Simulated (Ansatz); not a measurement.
Results of the Gaussian-basis code of Ansatz.

C2H9PSi (`CC[SiH2]P`) at its PBE0-D4/def2-TZVP geometry, where that method's forces vanish. Total charge 0; spin multiplicity 1.

| atom | x (Å) | y (Å) | z (Å) |
| --- | --- | --- | --- |
| C1 | -1.198 | -1.206 | 0.195 |
| C2 | 0.256 | -1.141 | -0.264 |
| Si3 | 1.103 | 0.487 | 0.133 |
| P4 | 0.006 | 2.175 | -0.894 |
| H5 | -1.644 | -2.179 | -0.024 |
| H6 | -1.809 | -0.448 | -0.303 |
| H7 | -1.285 | -1.039 | 1.272 |
| H8 | 0.324 | -1.303 | -1.345 |
| H9 | 0.840 | -1.941 | 0.202 |
| H10 | 1.167 | 0.680 | 1.609 |
| H11 | 2.495 | 0.495 | -0.399 |
| H12 | 0.775 | 3.186 | -0.257 |
| H13 | -1.030 | 2.234 | 0.076 |

Task: For each bond, give half the difference of the two atoms' forces along it (eV/Å; positive pushes the atoms apart) under PBE-D4, r2SCAN-D4, B3LYP-D4, ωB97M-V in def2-TZVPP. (Estimate.)

Result: The calculation gave: 
```json
{"bond": "C1–C2", "length (Å)": "1.526", "PBE-D4": "0.01", "r2SCAN-D4": "0.15", "B3LYP-D4": "0.22", "ωB97M-V": "0.23"}
{"bond": "C1–H5", "length (Å)": "1.093", "PBE-D4": "0.11", "r2SCAN-D4": "-0.04", "B3LYP-D4": "-0.08", "ωB97M-V": "-0.09"}
{"bond": "C1–H6", "length (Å)": "1.093", "PBE-D4": "0.11", "r2SCAN-D4": "-0.03", "B3LYP-D4": "-0.07", "ωB97M-V": "-0.07"}
{"bond": "C1–H7", "length (Å)": "1.093", "PBE-D4": "0.10", "r2SCAN-D4": "-0.04", "B3LYP-D4": "-0.06", "ωB97M-V": "-0.07"}
{"bond": "C2–Si3", "length (Å)": "1.877", "PBE-D4": "0.02", "r2SCAN-D4": "-0.01", "B3LYP-D4": "0.05", "ωB97M-V": "0.00"}
{"bond": "C2–H8", "length (Å)": "1.095", "PBE-D4": "0.11", "r2SCAN-D4": "-0.03", "B3LYP-D4": "-0.08", "ωB97M-V": "-0.08"}
{"bond": "C2–H9", "length (Å)": "1.096", "PBE-D4": "0.11", "r2SCAN-D4": "-0.03", "B3LYP-D4": "-0.09", "ωB97M-V": "-0.09"}
{"bond": "Si3–P4", "length (Å)": "2.260", "PBE-D4": "0.07", "r2SCAN-D4": "0.04", "B3LYP-D4": "0.14", "ωB97M-V": "0.04"}
{"bond": "Si3–H10", "length (Å)": "1.491", "PBE-D4": "0.06", "r2SCAN-D4": "-0.03", "B3LYP-D4": "-0.11", "ωB97M-V": "-0.13"}
{"bond": "Si3–H11", "length (Å)": "1.489", "PBE-D4": "0.07", "r2SCAN-D4": "-0.03", "B3LYP-D4": "-0.12", "ωB97M-V": "-0.12"}
{"bond": "P4–H12", "length (Å)": "1.420", "PBE-D4": "0.21", "r2SCAN-D4": "0.01", "B3LYP-D4": "-0.05", "ωB97M-V": "-0.11"}
{"bond": "P4–H13", "length (Å)": "1.421", "PBE-D4": "0.21", "r2SCAN-D4": "0.01", "B3LYP-D4": "-0.06", "ωB97M-V": "-0.12"}
```

B3LYP here is the variant with VWN-RPA as its local correlation; programs differ in this.
